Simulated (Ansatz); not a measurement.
Calculated with Ansatz (gas phase, PBE0-D4/def2-TZVP geometries, no zero-point term in ΔE). CCSD(T)/CBS is the MP2 limit (def2-TZVPP, def2-QZVPP) plus CCSD(T) − MP2 in def2-TZVPP, frozen cores. DFT in def2-TZVPP. B3LYP here is the variant with VWN-RPA as its local correlation; programs differ in this. For Br outer-core shells are correlated without core-valence functions, which leaves a few kJ/mol of doubt a bond. Scalar relativity is left out up to krypton. One conformer a species, not always the lowest.

Reaction (β-hydride elimination): `CN(C)[Si](O)(O)Br` → `O[SiH](O)Br` + `C=NC`

```csv
level,ΔE (eV)
B3LYP-D4,1.90
HF/def2-SVP,1.74
```

Task: What does CCSD(T)/CBS give? (Estimate.)

Result: Ansatz gave: +1.97 eV. The listed levels differ from it by -0.07, -0.23 eV.

Largest T1 diagnostic among the species: 0.011.

From PBE to PBE0 (25 % exact exchange), in def2-TZVPP and without D4, ΔE moves by +0.18 eV. In def2-TZVPP, CCSD(T) changes the Hartree–Fock value by +0.29 eV (the triples alone add +0.01 eV) and MP2 by +0.44 eV.
